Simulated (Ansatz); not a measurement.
Reaction (atomization): `O=C=[N][In]([N]=C=O)[N]=C=O` → 3 C• + In• + 3 N• + 3 O•

Computed with Ansatz on PBE0-D4/def2-TZVP structures; ΔE is electronic, products minus reactants. CCSD(T)/CBS adds triple-zeta CCSD(T) − MP2 to the extrapolated MP2 energy (def2 sets, frozen cores). This one scheme is used for every species, atoms too. Functionals use def2-TZVPP. No spin–orbit coupling; open shells (•) take unrestricted orbitals. Spin–orbit coupling would lower the free atoms: a little for C, O; strongly for In. Elements past krypton have def2 core potentials. Bonds to In are less sure, by a few kJ/mol each and by 10 to 20 or more in all where they break to atoms, as the def2 sets lack core-valence functions. Each species was taken in one conformer, which may not be the lowest.

`O=C=[N][In]([N]=C=O)[N]=C=O`:

```xyz
10

O     0.666   -3.891   -0.994
C     0.144   -2.886   -0.727
N    -0.476   -1.886   -0.459
In    0.000   -0.001    0.003
N     1.918    0.551    0.100
C     2.505    1.577    0.340
O     3.143    2.525    0.561
N    -1.442    1.333    0.369
C    -2.649    1.309    0.386
O    -3.810    1.369    0.422
```

CCSD(T)/CBS gives +1178.8 kcal/mol.

Problem. Another level gave +1179.8 kcal/mol. Which?
A. PBE0/def2-TZVPP
B. PBE0-D4/def2-TZVPP
C. PBE-D4/def2-TZVPP
D. B2PLYP/def2-TZVPP

Solution. D. B2PLYP 1179.8, PBE0 1194.2, PBE-D4 1271.6, PBE0-D4 1199.9 kcal/mol.

Largest T1 diagnostic among the species: 0.018.

From BLYP to BHLYP (50 % exact exchange), in def2-TZVPP and without D4, ΔE moves by −117.9 kcal/mol: exact exchange takes away binding that semilocal exchange gives to molecules. Leaving LDA and LC-ωPBE aside and taking each functional with its dispersion term where it has one, the values, not all of them listed here, spread over 174.1 kcal/mol, from BHLYP-D4 to PBE-D4. LDA lies +183.0 kcal/mol from PBE without D4, its usual overbinding. In def2-TZVPP, CCSD(T) changes the Hartree–Fock value by +424.2 kcal/mol (the triples alone add +43.0 kcal/mol) and MP2 by +499.2 kcal/mol; breaking electron pairs costs correlation energy, which Hartree–Fock lacks.

For atomizations the MP2-based limit and the directly extrapolated one differ by several kJ/mol either way, and by 10 to 25 for some Ge, Se and Sn compounds, so smaller differences from it don't rank the levels.
